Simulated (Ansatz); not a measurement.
System: AsH₃, charge 1, multiplicity 2. SMILES of the parent species: [AsH3]

Atoms: As1, H2, H3, H4. Bonds: As1-H2, As1-H3, As1-H4.

Bond lengths (Å) and angles (degrees) optimised at HF/STO-3G with Ansatz (a first-principles code); HF/3-21G with Ansatz; HF/6-31G* with LANL2DZ past Ar with Ansatz; PBE/6-31G* with LANL2DZ past Ar with Ansatz; B3LYP/LANL2DZ with Ansatz; MP2/6-31G* with LANL2DZ past Ar with Ansatz, each started from the B3LYP-D3(BJ)/def2-TZVP structure (Ansatz) of the last column. A row stands for all coordinates that are equal there. 6-31G* holds six Cartesian d functions. No wavenumbers were computed at HF/STO-3G, PBE/6-31G* with LANL2DZ past Ar, B3LYP/LANL2DZ, MP2/6-31G* with LANL2DZ past Ar, so these may be saddle points.

```csv
coordinate,HF/STO-3G,HF/3-21G,HF/6-31G* with LANL2DZ past Ar,PBE/6-31G* with LANL2DZ past Ar,B3LYP/LANL2DZ,MP2/6-31G* with LANL2DZ past Ar,B3LYP-D3(BJ)/def2-TZVP
As1-H2,1.467,1.477,1.481,1.518,1.506,1.494,1.500
H2-As1-H3,112.0,113.6,112.8,111.9,111.8,112.6,112.1
```

Mean signed difference of all 3 bond lengths from B3LYP-D3(BJ)/def2-TZVP: HF/STO-3G -0.034 Å, HF/3-21G -0.023 Å, HF/6-31G* with LANL2DZ past Ar -0.020 Å, PBE/6-31G* with LANL2DZ past Ar 0.018 Å, B3LYP/LANL2DZ 0.006 Å, MP2/6-31G* with LANL2DZ past Ar -0.006 Å.
